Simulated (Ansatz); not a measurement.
Input file for Ansatz (a first-principles code): U-MP2/cc-pV(T+d)Z on H4PSi (SMILES [SiH3][PH]), 2S+1 = 2. Files ending in .json are basis or fitting sets from the Basis Set Exchange.

Ansatz 0.2 input:
```yaml
crystal:
  periodic: [false, false, false]
  atoms:
    - {symbol: Si, position_ang: [-0.99260593, -0.33673769, 0.08939777]}
    - {symbol: P, position_ang: [1.10838554, 0.47091916, -0.11961868]}
    - {symbol: H, position_ang: [-1.20071629, -0.90656356, 1.44366474]}
    - {symbol: H, position_ang: [-1.95686617, 0.76692358, -0.12216535]}
    - {symbol: H, position_ang: [-1.24627349, -1.39862612, -0.91563767]}
    - {symbol: H, position_ang: [1.67455584, -0.81119363, 0.13684974]}
basis:
  gaussian:
    orbitals: cc-pV_T+d_Z.json
magnetization: {spin_polarized: true, initial_magnetization: 1}
correlation: {method: mp2, electrons: outside_noble_gas}
accuracy: high
relax: {f_tol: 0.0005, max_steps: 60}
scf: {omitted_lower_state_checks: [cluster_reference]}
output: {forces: true}
```

Problem. Predict the final total energy.

Solution. -632.2690 hartree.

Problem. How many basis functions does it have, and what does it roughly cost on one machine?

Solution. 134 functions; around 80 core-seconds (rough).
